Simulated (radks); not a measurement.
Results of a calculation; reference values are marked as such.
Valence configurations of Ba II (all share [Xe]). Code: a radial shooting solver on a logarithmic mesh with Libxc functionals. Model: Dirac Kohn-Sham, PBE, spin-unpolarised, spherical densities, finite nucleus; open shells fill j = l - 1/2 first; Fermi nuclear charge, rms radius 4.8378 fm. Order these by energy: 5d1; 6p1; 6s0.5 6p0.5; 4f1; 6s1.

Answer. From the lowest, in eV above it: 6s1 0.000; 5d1 0.602; 6s0.5 6p0.5 1.220; 6p1 2.441; 4f1 4.723. NIST lists [Xe] 6s1 as the ground configuration; this level of theory agrees among the configurations tried. The energies are those of spherical spin-averaged densities, not of single terms.
